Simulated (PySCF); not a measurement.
Numbering as in the mapped SMILES `[CH3:1][O:2][Si:3]([CH3:4])([O:5][CH3:6])[O:7][CH3:8]` (H(Xn): hydrogen on atom n).

[PySCF 2.14: structure optimised with GFN2-xTB; PBE0/pcSseg-1 with gauge-including orbitals; isolated molecule; one computed conformer; rapidly exchanging positions averaged; non-relativistic]

Shifts are taken against calculated references (same method and geometry level): 13C, 1H, 29Si vs TMS; 17O against H2O.

| atoms | nucleus | count | Hirshfeld charge | δ (ppm) |
| --- | --- | --- | --- | --- |
| H(C4) | 1H | 3 | 0.04 | -0.06 |
| H(C1)/H(C6)/H(C8) | 1H | 9 | 0.04 | ? |
| Si3 | 29Si | 1 | 0.52 | ? |
| C4 | 13C | 1 | -0.23 | -8.4 |
| O2/O5/O7 | 17O | 3 | -0.23 | 30.2 |
| C1/C6/C8 | 13C | 3 | -0.03 | 52.2 |

Problem. Estimate the values marked ?.

Solution. 
- H(C1)/H(C6)/H(C8): 3.77 ppm, hydrogen on a methyl carbon bonded to O; its carbon carries O, an electronegative neighbour
- Si3: -50.2 ppm, silicon bonded to C, 3 O

Shifts are as computed. Against solution values, carbons near 30 ppm lie about +3 ppm off and those near 130 ppm about +5 ppm. Of 1211 compounds with measured shifts, 218 miss one by over three times the rms of a fit or turn the order of signals round; such compounds aren't used in these exercises. Experimental scales use liquid or dissolved standards, which lie at an offset from isolated H2O (liquid H2O: subtract about 36 ppm).
